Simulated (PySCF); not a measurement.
How methods differ on the ionisation energy of Bi⁸⁰⁺

Bi⁸⁰⁺ [He] 2s1 [2s1/2^1, M_J = 1/2] → Bi⁸¹⁺ 1s2, as a difference of total energies. Calculation: PySCF 2.14, in an uncontracted even-tempered set (16 s from 74 bohr⁻², ratio 2.4; 13 p from 97 bohr⁻², ratio 2.4; 5 d from 300 bohr⁻², ratio 2.6; 4 f from 450 bohr⁻², ratio 2.6); the two-component X2C-1e Hamiltonian. Correlated levels: nothing frozen; the 28 highest virtual spinors dropped. "Screened" scales the spin-orbit matrix elements by Boettger's factors to mimic the two-electron term; Breit and QED terms are absent.

```tsv
method	ionisation energy (eV)
GHF (screened spin-orbit)	25696.6
GMP2 (screened spin-orbit)	25696.9
```

For this ion Breit and QED terms and the two-electron picture change, all absent here, outweigh the correlation shift from GHF to GMP2.

For comparison: 25656.9 ± 0.4 eV (theoretical estimate listed by NIST; NIST Atomic Spectra Database, ionization energies).
